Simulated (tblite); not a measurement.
C6H8NP.
Structure used (GFN2-xTB), in Å, numbered top down from 1:
```
atom  x, y, z in Å
N1     1.5205   -2.0305   -0.4123
C2     1.7135   -0.9032   -0.4615
C3     1.9218    0.5081   -0.5098
P4     0.3338    1.4927   -0.1787
C5    -0.7769    0.5701   -1.2864
C6    -1.4924   -0.3683   -0.6827
C7    -1.2749   -0.5667    0.7807
C8    -0.3506    0.5514    1.2848
H9     2.2855    0.7983   -1.4995
H10    2.6600    0.8064    0.2402
H11   -0.8403    0.8165   -2.3342
H12   -2.2025   -1.0017   -1.1933
H13   -0.8264   -1.5508    0.9384
H14   -2.2289   -0.5545    1.3127
H15   -0.9122    1.2704    1.8871
H16    0.4623    0.1708    1.9055
```

Method: GFN2-xTB as coded in tblite; computed harmonic values from a numerical Hessian at the method's own geometry, unscaled. This tight-binding method is rough: wavenumbers can miss measured ones by several per cent, in bad cases by 10 to 20. One conformer, not necessarily the lowest.

Harmonic wavenumbers (cm⁻¹): 52.3, 107.3, 110.5, 188.6, 229.8, 368.3, 371.8, 468.9, 508.4, 637.1, 658.2, 706.2, 723.8, 751.4, 774.1, 818.1, 878.4, 945.8, 959.7, 1002.5, 1050.5, 1068.8, 1109.5, 1116.8, 1160.2, 1171.5, 1233.4, 1263.3, 1299.4, 1384.1, 1441.4, 1466.1, 1652.0, 2390.8, 2942.2, 2947.0, 2951.8, 2962.6, 2973.9, 2980.2, 3071.8, 3091.3.

A = 2310, B = 1814, C = 1436 MHz; mass 125.039 u (most abundant isotopes); point group C1, symmetry number 1.

Problem. Zero-point energy?

Solution. Half the sum of the wavenumbers: 26995 cm⁻¹ = 77.18 kcal/mol.

Problem. Give the ideal-gas entropy at 200 K and 1 bar in the rigid-rotor, harmonic-oscillator model (classical rotation).

Solution. Translation 38.43, rotation 27.18, vibration 13.97: S = 79.6 cal/(mol K).

Problem. And Cp and H(200 K) − H(0)?

Solution. Cp = 23.72 cal/(mol K), of which vibrations give 15.77 (their classical limit is 42 R = 83.5); H(200 K) − H(0) = 3.13 kcal/mol without the zero-point energy, 1.54 from vibrations.

Problem. Blend soft modes into free rotors: weight 1/[1 + (100 cm⁻¹/ν̃)⁴] for the oscillator and the rest for a rotor with moment μB/(μ + B), μ = h/(8π²ν), B = 10⁻⁴⁴ kg m². What vibrational entropy results?

Solution. 13.11 cal/(mol K) in place of 13.97, which changes −T·S at 200 K by +0.17 kcal/mol.

Problem. How do the functions run with temperature in this model?

Solution. 
```json
{"T (K)": "150", "S (cal/(mol K))": "73.4", "Cp (cal/(mol K))": "19.6", "H − H(0) (kcal/mol)": "2.05", "G − H(0) (kcal/mol)": "-8.96", "ln q(vib)": "2.18"}
{"T (K)": "250", "S (cal/(mol K))": "85.4", "Cp (cal/(mol K))": "28.3", "H − H(0) (kcal/mol)": "4.43", "G − H(0) (kcal/mol)": "-16.91", "ln q(vib)": "4.12"}
{"T (K)": "298.15", "S (cal/(mol K))": "90.7", "Cp (cal/(mol K))": "32.8", "H − H(0) (kcal/mol)": "5.90", "G − H(0) (kcal/mol)": "-21.15", "ln q(vib)": "5.08"}
{"T (K)": "400", "S (cal/(mol K))": "101.7", "Cp (cal/(mol K))": "41.7", "H − H(0) (kcal/mol)": "9.71", "G − H(0) (kcal/mol)": "-30.95", "ln q(vib)": "7.15"}
{"T (K)": "600", "S (cal/(mol K))": "121.2", "Cp (cal/(mol K))": "54.8", "H − H(0) (kcal/mol)": "19.46", "G − H(0) (kcal/mol)": "-53.28", "ln q(vib)": "11.28"}
{"T (K)": "900", "S (cal/(mol K))": "145.9", "Cp (cal/(mol K))": "66.9", "H − H(0) (kcal/mol)": "37.87", "G − H(0) (kcal/mol)": "-93.49", "ln q(vib)": "17.24"}
```

q(vib) and H(0) count from the zero-point level.

Problem. What must be added to the electronic energy to get the Gibbs energy at 200 K and 1 bar?

Solution. ZPE + [H(200 K) − H(0)] − T·S = 77.18 + 3.13 − 15.92 = 64.39 kcal/mol.

Problem. Which modes carry the vibrational entropy at 200 K?

Solution. 52.3 cm⁻¹: 3.94; 107.3 cm⁻¹: 2.55; 110.5 cm⁻¹: 2.49; 188.6 cm⁻¹: 1.53; 229.8 cm⁻¹: 1.20; 368.3 cm⁻¹: 0.55 cal/(mol K); the other 36 give 1.71 together.

Hindered rotation and anharmonicity are outside this model. Other conformers, if any are populated, would add a mixing term that is left out. The structure is chiral; the term R ln 2 for an equal mix with its mirror image is left out.
